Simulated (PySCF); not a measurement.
C₂H₆F₂OSi, SMILES COC(F)(F)[SiH3]. Atoms are numbered in the order given.

```xyz
12

C      2.2846    -0.2547     0.2988
O      1.0660    -0.3480    -0.4469
C     -0.0605     0.0771     0.1708
F      0.0656     1.3929     0.5600
F     -0.2597    -0.6126     1.3470
Si    -1.5779    -0.1360    -0.9995
H      2.2313    -0.8678     1.2110
H      3.0754    -0.6357    -0.3584
H      2.4971     0.7906     0.5692
H     -2.7832     0.3454    -0.2743
H     -1.7114    -1.5774    -1.3364
H     -1.3445     0.6758    -2.2224
```
Charge 0, spin multiplicity 1.

Geometry optimised at B3LYP-D3(BJ)/def2-SVP. The structure was generated by enumeration, and PubChem lists no compound with its InChIKey, so it may never have been made. One conformer was computed; it need not be the lowest.

Level of theory: TDDFT-B3LYP/def2-SVPD (PySCF 2.14.0).

Vertical excitations. Isolated molecule, no solvent.

Computed lowest excited states:
```tsv
state	energy (eV)	λ (nm)	f	main pairs
S1	8.02	155	0.002	HOMO→LUMO 98 %
S2	8.31	149	0.020	HOMO−1→LUMO 92 %
S3	8.40	148	0.013	HOMO→LUMO+1 55 %, HOMO→LUMO+2 43 %
S4	8.53	145	0.000	HOMO→LUMO+2 49 %, HOMO→LUMO+1 38 %, HOMO→LUMO+4 8 %
S5	8.64	144	0.009	HOMO→LUMO+3 41 %, HOMO−1→LUMO+2 34 %, HOMO−1→LUMO+4 8 %, HOMO−2→LUMO 8 %
S6	8.68	143	0.001	HOMO−1→LUMO+3 78 %, HOMO−3→LUMO 14 %
S7	8.70	142	0.017	HOMO→LUMO+3 57 %, HOMO−1→LUMO+2 26 %
S8	8.78	141	0.245	HOMO−1→LUMO+1 81 %
S9	8.82	141	0.001	HOMO→LUMO+4 89 %
S10	8.88	140	0.033	HOMO−2→LUMO 69 %, HOMO−1→LUMO+2 20 %
T1	7.70	161	0	HOMO−1→LUMO 82 %, HOMO−1→LUMO+1 13 %
T2	7.95	156	0	HOMO→LUMO 90 %
T3	8.07	154	0	HOMO−1→LUMO+3 89 %
T4	8.19	151	0	HOMO−1→LUMO+2 34 %, HOMO−1→LUMO+1 22 %, HOMO−1→LUMO+4 17 %, HOMO→LUMO+2 10 %
```
Triplets are in the Tamm–Dancoff approximation, which puts them higher than full response would, so one can lie above its singlet here.
